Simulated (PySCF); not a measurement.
SiH₂Br₂, SMILES [SiH2](Br)Br. Atoms are numbered in the order given.

```xyz
5

Si     0.0000     0.0000     1.0028
Br     1.8310     0.0000    -0.2528
Br    -1.8310     0.0000    -0.2528
H      0.0000    -1.2322     1.8293
H      0.0000     1.2322     1.8293
```
Charge 0, spin multiplicity 1.

Geometry optimised at r2SCAN-D4/def2-SVP.

Two levels are set side by side: PBE/pcSseg-1 (PySCF) and B3LYP/pcSseg-1 (PySCF). GIAO shifts against TMS (²⁹Si), TMS (¹H) at the same level; non-relativistic, no solvent, atoms listed together averaged. Without spin–orbit terms, shifts of atoms bonded to Cl or Br come out too high at both levels. Differences are taken from unrounded values.

| quantity | B3LYP | PBE | PBE minus B3LYP |
|---|---|---|---|
| δ(²⁹Si) of Si1 (ppm) | 16.8 | 18.8 | 1.9 |
| δ(¹H) of H4, H5 (ppm) | 6.37 | 6.70 | 0.34 |

Rough cost on one machine, each run with all the roots and properties that it gave: B3LYP against PBE within a factor of 2.
